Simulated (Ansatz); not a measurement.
Computed with Ansatz on PBE0-D4/def2-TZVP structures; ΔE is electronic, products minus reactants. CBS: MP2 limit from def2 TZ/QZ plus the TZ coupled-cluster correction, frozen cores. This one scheme is used for every species. Each species was taken in one conformer, which may not be the lowest.

Consider the ligand exchange at the Si–Cl bond: `BN[SiH2]Cl` + CH₃OH → `BN[SiH2]OC` + HCl.

`BN[SiH2]Cl`:

Z-matrix (Å, degrees):
```
Si
N 1 1.730
Cl 1 2.055 2 111.1
H 1 1.480 2 110.0 3 117.1
H 1 1.475 2 108.1 3 -119.1
B 2 1.403 1 125.7 3 106.7
H 2 1.011 1 117.1 3 -71.9
H 6 1.197 2 118.7 1 0.6
H 6 1.196 2 119.6 1 -179.7
```

CH₃OH:

```xyz
6

C    -0.280   -0.145    0.166
O     0.953    0.527    0.049
H    -0.505   -0.216    1.230
H    -0.241   -1.163   -0.242
H    -1.100    0.397   -0.321
H     1.173    0.600   -0.882
```

`BN[SiH2]OC`:

Z-matrix (Å, degrees):
```
Si
N 1 1.730
O 1 1.639 2 108.1
H 1 1.490 2 110.4 3 -117.9
H 1 1.482 2 107.5 3 121.4
B 2 1.400 1 126.2 3 -110.3
H 2 1.011 1 116.8 3 68.3
C 3 1.408 1 123.4 2 -167.8
H 6 1.198 2 119.7 1 179.5
H 6 1.198 2 118.9 1 -0.8
H 8 1.097 3 111.7 1 48.3
H 8 1.095 3 111.3 1 -73.3
H 8 1.091 3 108.3 1 167.6
```

HCl:

```xyz
2

Cl    0.342   -0.528    0.114
H    -0.342    0.528   -0.114
```

| species | MP2/def2-QZVPP energy (Eh) |
| --- | --- |
| `BN[SiH2]Cl` | -831.35205 |
| CH₃OH | -115.55941 |
| `BN[SiH2]OC` | -486.57470 |
| HCl | -460.33593 |

**Question.** Work out ΔE.

**Answer.** ΔE = (-486.57470) + (-460.33593) − (-831.35205) − (-115.55941) = 0.00083 Eh = +2.2 kJ/mol. CCSD(T)/CBS gives +1.4 kJ/mol.

Largest T1 diagnostic among the species: 0.012.
